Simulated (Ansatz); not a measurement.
System: dichloro(dihydroxy)silane, sum formula H2SiO2Cl2, net charge 0, singlet state. 
Structure (B3LYP-D3(BJ)/def2-TZVP (Ansatz, an electronic-structure program) minimum search):
```xyz
7

Si     0.3365     0.0750    -0.0932
Cl    -0.4038    -0.2838     1.7900
Cl    -1.1959    -0.1068    -1.4220
O      1.0056     1.5567    -0.1249
O      1.4524    -1.0180    -0.5192
H      0.5241     2.2945     0.2587
H      2.2954    -1.0141    -0.0566
```
Charge 0, spin multiplicity 1.

Basis-set convergence of Hartree-Fock and CCSD correlation energies (hartree) with Ansatz. Valence correlation only, unless marked. Spin-orbit coupling is left out. Non-relativistic.

```tsv
basis	functions	E(HF)	E(corr, CCSD)
aug-cc-pV(D+d)Z	160	-1359.08820	-0.82944
aug-cc-pV(T+d)Z	303	(withheld)	(withheld)
```

Problem. What belongs in the gaps?

Solution. 
- aug-cc-pV(T+d)Z, E(HF): -1359.17895
- aug-cc-pV(T+d)Z, E(corr, CCSD): -1.02529
